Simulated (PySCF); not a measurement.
# Calculated properties of `CC[Si@H](C[SiH3])[SiH2]CF`

C4H15FSi3.
Structure used (GFN2-xTB), in Å, numbered top down from 1:
```xyz
23
C4H15FSi3 angstrom
C     -2.2795    1.7526    1.0968
C     -0.7940    1.6895    0.7622
Si    -0.3644    0.3808   -0.5732
C     -0.8196   -1.3515    0.0826
Si    -0.7124   -2.7676   -1.1780
Si     1.8825    0.5620   -1.1293
C      2.9443    0.2416    0.4452
F      2.5228   -0.9205    1.0697
H     -2.4827    2.5290    1.8332
H     -2.6223    0.8046    1.5048
H     -2.8634    1.9683    0.2050
H     -0.4669    2.6742    0.4222
H     -0.2367    1.4815    1.6779
H     -1.2152    0.6753   -1.7468
H     -0.1629   -1.5903    0.9205
H     -1.8319   -1.3296    0.4886
H     -1.0705   -4.0306   -0.5241
H     -1.6524   -2.5197   -2.2754
H      0.6451   -2.8525   -1.7184
H      2.3567    1.8819   -1.5751
H      2.3679   -0.3930   -2.1329
H      4.0070    0.1050    0.2342
H      2.8435    1.0359    1.1894
```

Among its groups: C–F bond, Si–H bond and C–Si bond.

GFN2-xTB geometry:

| Quantity | Value |
| --- | --- |
| Point group of the GFN2-xTB geometry | C1 |
| Rotational constants A, B, C of the GFN2-xTB geometry | 0.936, 0.863, 0.567 GHz |

From PBE0/pcSseg-1 ground state and GIAO shieldings, non-relativistic (PySCF):

| Quantity | Value |
| --- | --- |
| Dipole moment | 1.71 D |
| HOMO energy | -7.97 eV |
| LUMO energy | -0.04 eV |
| HOMO–LUMO gap | 7.93 eV |
| Lowest Hirshfeld atomic charge | -0.24 e on C4 |
| Highest Hirshfeld atomic charge | +0.31 e on Si5 |
| 13C chemical shifts (computed TMS as zero) by class | 79.2 (C7), 12.2 (C1), 9.6 (C2), -12.9 (C4) ppm |
| 1H chemical shifts (computed TMS as zero) by class | 5.34 (H22), 5.05 (H23), 4.16 (H14), 4.11 (H21), 4.01 (H17/H18/H19), 3.58 (H20), 1.25 (H9/H10/H11), 0.89 (H13), 0.78 (H12), 0.20 (H16), -0.02 (H15) ppm |
| Isotropic shieldings of nuclei other than C and H, by class | 464 (F8), 386 (Si3), 423 (Si5), 431 (Si6) ppm |
| Mayer bond orders between heavy atoms | C1–C2 1.06, C2–Si3 0.91, Si3–C4 0.91, C4–Si5 0.93, Si3–Si6 0.91, Si6–C7 0.89, C7–F8 0.83 |

Monoisotopic mass (most abundant isotopes): 166.0466 u.

The dipole matches unit charges of opposite sign 0.36 Å apart (1 e·Å = 4.8032 D). The rotational constants make it an asymmetric top with κ = (2B − A − C)/(A − C) = 0.6, nearer the oblate limit (+1). With B = h/(8π²I), that is 505.379 GHz u Å² over I, the principal moments of inertia are 539.7, 585.8 and 890.7 u Å² (most abundant isotopes); the inertial defect Ic − Ia − Ib is -234.8 u Å² (zero for a rigid planar frame, negative otherwise). A dipole of 1.71 D is allowed in C1, and pure rotational transitions are dipole-allowed.

The structure is a single GFN2-xTB conformer in the gas phase; no vibrational or solvent corrections. NMR classes are plain means over equivalent atoms (diastereotopic ones count apart unless rotation or inversion swaps them), as if these changed places fast; in this geometry the members of some classes differ.

For the NMR shielding job (PBE0/pcSseg-1), the run took 39 s wall on one thread, Arm Neoverse V2 (aarch64), shared host with 96 logical CPUs at a one-minute load of 35, and the process peaked at 1.1 GiB of memory.
